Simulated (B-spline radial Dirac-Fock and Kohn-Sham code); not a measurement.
What relativity does to the binding energies of Kr¹⁶⁺

System: krypton as Kr¹⁶⁺, 1s2 2s2 2p6 3s2 3p6 3d2.

Both columns are ΔSCF binding energies of the configuration average from a radial finite-basis atomic code: non-relativistic Hartree-Fock with a point nucleus, and Dirac-Fock with a finite nucleus and the Coulomb interaction alone, averaged over the two j levels with weights 2j+1.

| shell | Hartree-Fock (eV) | Dirac-Fock (eV) | shift (eV) | shift (%) |
| --- | --- | --- | --- | --- |
| 1s | 14677.4 | 14935.3 | +257.95 | +1.76 |
| 2s | 2445.3 | 2505.3 | +60.05 | +2.46 |
| 2p | 2257.3 | 2272.4 | +15.04 | +0.67 |
| 3s | 759.0 | 772.7 | +13.67 | +1.80 |
| 3p | 687.6 | 691.8 | +4.18 | +0.61 |
| 3d | 588.2 | 586.7 | -1.50 | -0.25 |

Relativity binds 1s, 2s, 2p, 3s, 3p more strongly, among those listed most of all 2s in relative terms, and 3d more weakly, because the contracted s and p shells screen the nucleus better.

Values without a named source are computed, but for edge energies of neutral atoms, which are taken from tables.
